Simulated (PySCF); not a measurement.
H₈N₄Si, SMILES N[Si](N)(N)N.

Geometry: B3LYP-D3(BJ)/def2-SVP. One conformer was computed; it need not be the lowest.

The numbers are results of TDA-LC-ωPBE/def2-SVPD (PySCF 2.14.0), not measurements.

Vertical excitations; the highest root listed may be one member of a degenerate set. Isolated molecule, no solvent. State labels are in the subgroup C2.

Task: Give excitation energies, oscillator strengths and character. (An estimate is asked for; the answer gives what the named calculation found.)

Result: 
```csv
state,symmetry,energy (eV),λ (nm),f,main pairs
S1,A,6.91,179,0.000,HOMO→LUMO 78 %
S2,B,7.37,168,0.108,"HOMO−1→LUMO, HOMO→LUMO+1 (degenerate set)"
S3,B,7.37,168,0.108,"HOMO−2→LUMO, HOMO→LUMO+2 (degenerate set)"
S4,A,7.37,168,0.059,"HOMO−3→LUMO 60 %, HOMO→LUMO+3 17 %"
S5,A,8.77,141,0.000,"HOMO→LUMO+4 50 %, HOMO−3→LUMO+5 13 %"
S6,B,8.83,140,0.003,"HOMO→LUMO+2, HOMO−2→LUMO, HOMO→LUMO+7, HOMO−1→LUMO+4 (degenerate set)"
S7,B,8.83,140,0.003,"HOMO→LUMO+1, HOMO−1→LUMO, HOMO→LUMO+6, HOMO−2→LUMO+4 (degenerate set)"
S8,A,8.92,139,0.000,"HOMO→LUMO+5 29 %, HOMO−3→LUMO+4 28 %, HOMO−2→LUMO+6 10 %, HOMO−1→LUMO+7 10 %"
S9,B,9.00,138,0.012,"HOMO−1→LUMO, HOMO−3→LUMO+1, HOMO→LUMO+6, HOMO−1→LUMO+4 (degenerate set)"
S10,B,9.00,138,0.012,"HOMO−2→LUMO, HOMO−3→LUMO+2, HOMO→LUMO+7, HOMO−2→LUMO+4 (degenerate set)"
T1,A,6.56,189,0,HOMO→LUMO 70 %
T2,B,6.89,180,0,"HOMO−1→LUMO, HOMO→LUMO+1, HOMO−1→LUMO+3 (degenerate set)"
T3,B,6.89,180,0,"HOMO−2→LUMO, HOMO→LUMO+2, HOMO−2→LUMO+3 (degenerate set)"
T4,A,6.90,180,0,"HOMO−3→LUMO 53 %, HOMO→LUMO+3 19 %"
```
Triplets are in the Tamm–Dancoff approximation.
